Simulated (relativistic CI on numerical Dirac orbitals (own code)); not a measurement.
## Slater and spin-orbit integrals, Bi56+

These numbers are calculated, not measured: Dirac-Coulomb-Breit CI, separate exchange-only KLI orbitals for each configuration, model QED (radiative potential, 1s self-energy scaled to tabulated hydrogen-like ionisation energies), unscaled Slater integrals (own radial code, finite nucleus).

Slater integrals F^k, G^k are unscaled and averaged over j, outside the closed core [Ne]; ζ comes from projecting the Hamiltonian with its Breit term on Σ l·s of the shell.

- 3s²3p⁶3d⁹: ζ(3d) = 373900 cm⁻¹; <r>(3d) = 0.1511, <r^2>(3d) = 0.02652 (bohr units).
- 3s²3p⁵3d¹⁰: ζ(3p) = 2.9523e+06 cm⁻¹; <r>(3p) = 0.1671, <r^2>(3p) = 0.03243 (bohr units).
- 3s²3p⁶3d⁸4s: F^2(3d,3d) = 677970, F^4(3d,3d) = 437540, ζ(3d) = 378630, G^2(3d,4s) = 73000 cm⁻¹; <r>(3d) = 0.1503, <r^2>(3d) = 0.02624, <r>(4s) = 0.325, <r^2>(4s) = 0.1191 (bohr units).

Task: Give the Racah parameters of the d shell in 3s²3p⁶3d⁸4s.

Result: B = F²/49 − 5F⁴/441 = 8875 cm⁻¹ and C = 35F⁴/441 = 34726 cm⁻¹.

Averages of the first 10 configurations, taken without configuration mixing, which lowers the lowest level and can move excited configurations by several eV; other configurations of the list can lie among them:

```
Configuration  Parity  States  Average energy above the lowest level (eV)
    3s²3p⁶3d⁹    even      10                                        46.7
   3s²3p⁵3d¹⁰     odd       6                                       749.2
    3s3p⁶3d¹⁰    even       2                                      1404.1
  3s²3p⁶3d⁸4s    even      90                                      2260.9
  3s²3p⁶3d⁸4p     odd     270                                      2508.5
 3s²3p⁴3d¹⁰4s    even      30                                      3654.0
  3s²3p⁶3d⁸4d    even     450                                      2771.7
 3s²3p⁴3d¹⁰4p     odd      90                                      3902.3
  3s²3p⁵3d⁹4s     odd     120                                      2952.7
  3s²3p⁶3d⁸4f     odd     630                                      2974.8
```
